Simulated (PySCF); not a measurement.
Compound: C2H9BOSi.
SMILES: `O(C[SiH3])BC`

Jobs on this species (14 atoms, 48 electrons) with PySCF (density fitting). Hardware of each: one thread of an Arm Neoverse V2, on a shared host. Other jobs ran on the host; a repeat could differ by tens of per cent or more. Peak memory is the resident size of the whole Python process, interpreter and libraries included.

```tsv
level and settings	work	basis functions	SCF cycles	wall time	peak memory
BLYP/pcSseg-1	shieldings	137	?	?	?
mPW1PW91/pcSseg-1	shieldings	137	?	?	?
PBE0/pcSseg-2	shieldings, charges and field gradients	313	?	?	?
PBE/pcSseg-1	shieldings	137	14	14 s	0.74 GiB
B97-D/pcSseg-1	shieldings	137	14	14 s	0.74 GiB
BHandHLYP/pcSseg-1	shieldings	137	12	12 s	0.73 GiB
PBE0/cc-pVDZ	shieldings, charges and field gradients	119	12	11 s	0.67 GiB
CAM-B3LYP/def2-SVPD	10 singlets by full TDDFT, 4 Tamm–Dancoff triplets, polarisability, ΔSCF ions	179	12	2.1 min	0.92 GiB
LC-wPBE/pcSseg-1	shieldings	137	13	20 s	0.73 GiB
```

**Question.** Fill in the missing figures.

**Answer.** 
- BLYP/pcSseg-1; shieldings: 14 s, 0.74 GiB, 14 SCF cycles
- mPW1PW91/pcSseg-1; shieldings: 13 s, 0.73 GiB, 12 SCF cycles
- PBE0/pcSseg-2; shieldings, charges and field gradients: 67 s, 1.3 GiB, 13 SCF cycles

**Question.** What do all jobs in the table cost together?

**Answer.** About 4.8 min; the longest takes about 43 % of that, and about 11 times as long as the shortest.
